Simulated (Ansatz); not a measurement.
Program: Ansatz 0.2.0.

A structure relaxed at PBE0-D4/def2-TZVP, charge 0, multiplicity 1:

Cartesian coordinates in Å:
```
O 0.079 -1.089 -1.894
C -0.052 -0.615 -0.669
N -1.133 -0.440 0.018
Si 0.273 0.098 0.911
O 0.573 1.668 1.212
H -0.813 -1.304 -2.217
H 0.795 -0.634 2.072
H 0.280 2.315 0.567
```

Give its formula and SMILES.

CH3NO2Si, `OC1=N[SiH]1O`.

Summarise the bond lengths by kind.

1 × C–O 1.320 Å; 2 × H–O 0.960 to 0.973 Å; 1 × C–N 1.293 Å; 1 × C–Si 1.764 Å; 1 × N–Si 1.750 Å; 1 × O–Si 1.627 Å; 1 × H–Si 1.469 Å.
